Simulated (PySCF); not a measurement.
CuI, SMILES [I][Cu], multiplicity 1. Heavy atoms are numbered as in [Cu:1][I:2].

Geometry optimised at PBE0-D3(BJ)/def2-TZVP. The multiplicity is an assumed one; other spin states were not compared. The def2 effective core potentials stand for the cores of I; spin–orbit coupling is left out.

Method: PySCF with CAM-B3LYP/def2-TZVPD.

Mulliken values depend strongly on the basis, most of all with diffuse functions as here. ESP charges are fitted to the potential on shells at 1.4 to 2.0 van der Waals radii. Atomic charges (e), one atom of each kind:

| atom | ESP fit | Mulliken |
|---|---|---|
| Cu1 | ___ | 0.21 |
| I2 | ___ | -0.21 |

Task: Some entries are withheld; supply them. (The exact figures need the calculation; the answer reports its results.)

Result: 
- Cu1, ESP fit: 0.46
- I2, ESP fit: -0.46
